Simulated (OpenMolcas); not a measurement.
Nb⁺.

| Property | Result |
| --- | --- |
| Program | OpenMolcas |
| Basis | ANO-RCC-VTZP [7s6p4d2f1g] |
| Scalar Hamiltonian | DKH2, point nucleus |
| Active space | 4 electrons in 6 orbitals (4d 5s) |
| State averaging | 2S+1 = 5 even, 15 roots; 2S+1 = 3 even, 102 roots kept (CI in the orbitals of an earlier block, 97 in the spin-orbit step); 2S+1 = 1 even, 84 roots kept (CI in the orbitals of an earlier block) |
| Spin-orbit coupling | RASSI with atomic mean-field integrals over the reference wave functions, term energies averaged over their components |

Two sets of levels on these reference wave functions, in cm⁻¹ above 4d⁴ ⁵D₀: one from CASSCF and one from XMS-CASPT2, IPEA 0.25 Eh, imaginary shift 0.1 Eh (closed shells correlated: 4s 4p).

| Level | Set 1 | Set 2 |
| --- | --- | --- |
| 4d⁴ ⁵D₀ | 0.0 | 0.0 |
| 4d³ 5s ⁵F₁ | 45.6 | 1319 |
| 4d⁴ ⁵D₁ | 157 | 174 |
| 4d³ 5s ⁵F₂ | 306 | 1580 |
| 4d⁴ ⁵D₂ | 445 | 477 |
| 4d³ 5s ⁵F₃ | 689 | 1965 |
| 4d⁴ ⁵D₃ | 829 | 866 |
| 4d³ 5s ⁵F₄ | 1184 | 2460 |
| 4d⁴ ⁵D₄ | 1288 | 1314 |
| 4d³ 5s ⁵F₅ | 1777 | 3050 |
| 4d⁴ ³P₀(1) | 7580 | 6120 |
| 4d⁴ ³P₁(1) | 8170 | 6780 |
| 4d⁴ ³P₂(1) | 9190 | 7930 |
| 4d³ 5s ³F₂(1) | 9420 | 7510 |
| 4d³ 5s ³F₃(1) | 9830 | 7990 |
| 4d³ 5s ³F₄(1) | 10320 | 8500 |

Which set is which?

Set 2 is XMS-CASPT2. Its levels of the other terms of 4d⁴ lie at 0.81 to 0.86 of the other set's values, as expected, since terms of lower spin or lower L gain more correlation energy than the Hund ground term. Against 12 measured levels (NIST Handbook of Basic Atomic Spectroscopic Data) the mean absolute deviation is 610 cm-1 with it and 1500 cm-1 without; single levels miss by up to 1100 cm-1 with it.

CASPT2 breaks the degeneracy within a term, and the mean is taken; among the terms shown or strongly mixed into the levels shown the widest spread is 910 cm-1 (4d³ 5s ³F(1), XMS-CASPT2). Over all roots computed the reference weight is 0.81 to 0.92 in XMS-CASPT2; the roots of lowest weight are the least certain, and an intruder state may touch them. Some high roots are left out of the spin-orbit mixing, which shifts the levels that they would mix with. Terms from blocks run as CI alone lack orbitals of their own. Configurations are named by rounded mean occupations; where the s occupation lies near a half they are strongly mixed, a name can repeat and a true partner stay unpaired. A single d shell beside an s shell can misplace configurations of different d count against each other. Without dynamic correlation excited terms often stand tens of per cent too high (terms of higher spin than the ground term too low), and those without a measured partner can miss by more than the paired ones (holds for CASSCF). The CASPT2 spread within a term exceeds the gap to the next term for 4d⁴ ³P(1) and 4d³ 5s ³F(1), so the order of their levels is uncertain, and so are names and mixing where such terms share a J (holds for XMS-CASPT2). Measured partners are found by configuration, term and J. A level has none where our copy of the source lacks it or the pairing is in doubt (some pairs that miss far off the trend of their configuration count as doubtful), and it then counts in no deviation. Levels of configurations outside the active space are missing. The table leaves out levels that lie high or whose names do not pair safely across all columns.

A number in round brackets counts repeated terms of one configuration in the order of the reference energies.
